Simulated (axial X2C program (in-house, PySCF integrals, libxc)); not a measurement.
## Levels of CsCl⁻ by electron attachment to CsCl (EOM-EA-CCSD)

Calculated with an axial X2C code built on PySCF integrals: two-component X2C with atomic mean-field Coulomb and Gaunt terms, Gaussian nuclei, basis Cs dyall-acv3z, Cl dyall-av3z with contracted cores.

R = 2.906 Å (near the PBE0 minimum at charge 0 of the determinant lowest at the starting distance; the state shown can have its own minimum elsewhere).

Hartree–Fock spinors of CsCl (one of each Kramers pair; a window near the gap, which can cut inner shells):

| ω | occupied | ε (eV) | character |
| --- | --- | --- | --- |
| 1/2 | yes | -19.39 | 97% Cs p |
| 3/2 | yes | -17.66 | 99% Cs p |
| 1/2 | yes | -17.56 | 93% Cs p, 4% Cl p |
| 1/2 | yes | -9.20 | 92% Cl p, 4% Cs d, 2% Cs p |
| 1/2 | yes | -9.09 | 91% Cl p, 4% Cs d, 3% Cs p |
| 3/2 | yes | -9.06 | 95% Cl p, 3% Cs d |
| 1/2 | no | -0.25 | 68% Cs s, 31% Cs p |
| 1/2 | no | 0.10 | 96% Cs p, 4% Cs d |
| 3/2 | no | 0.10 | 96% Cs p, 4% Cs d |
| 1/2 | no | 0.14 | 68% Cs p, 32% Cs s |
| 1/2 | no | 0.31 | 65% Cs s, 32% Cs p, 4% Cs d |
| 1/2 | no | 0.36 | 86% Cs p, 14% Cs d |

Levels of CsCl⁻ obtained by attaching an electron to CsCl:

```json
{"Ω": "1/2", "binding energy (eV)": "0.321", "above lowest (cm⁻¹)": "0", "attached spinor": "71% Cs sσ, 29% Cs pσ", "one-particle weight": "1.00"}
{"Ω": "1/2", "binding energy (eV)": "-0.089", "above lowest (cm⁻¹)": "3304", "attached spinor": "95% Cs pπ", "one-particle weight": "1.00"}
{"Ω": "3/2", "binding energy (eV)": "-0.090", "above lowest (cm⁻¹)": "3315", "attached spinor": "96% Cs pπ", "one-particle weight": "1.00"}
{"Ω": "1/2", "binding energy (eV)": "-0.112", "above lowest (cm⁻¹)": "3491", "attached spinor": "63% Cs pσ, 36% Cs sσ", "one-particle weight": "1.00"}
{"Ω": "1/2", "binding energy (eV)": "-0.303", "above lowest (cm⁻¹)": "5030", "attached spinor": "61% Cs sσ, 34% Cs pσ", "one-particle weight": "1.00"}
{"Ω": "1/2", "binding energy (eV)": "-0.338", "above lowest (cm⁻¹)": "5313", "attached spinor": "86% Cs pπ, 14% Cs dπ", "one-particle weight": "1.00"}
{"Ω": "3/2", "binding energy (eV)": "-0.342", "above lowest (cm⁻¹)": "5348", "attached spinor": "86% Cs pπ, 14% Cs dπ", "one-particle weight": "1.00"}
```

Negative binding energies belong to unbound states, resonances or levels that the basis set holds; within some tenths of an eV of zero the sign is not settled.

This point took 17 s on 1 thread of Arm Neoverse V2, with other jobs on the host.

Reference electrons by ω block (each with its −ω partner): 1/2: 24, 3/2: 10, 5/2: 2. 16 electrons of CsCl correlated (inner shells frozen), 88 natural virtual spinors (a truncated set); levels can be off by some tenths of an eV. Roots sought by Ω: (1/2: 5, 3/2: 4, 5/2: 2, 7/2: 1); the list ends where they run out and leaves out roots under 60 % one-particle weight. The solver can skip a root, and states that need a further excitation, which the method places far too high, are missing though they may lie low or lowest. T1 of the reference 0.005 (Lee–Taylor). Number of frozen shells: Cs 4 s, 3 p, 2 d; Cl 2 s, 1 p.
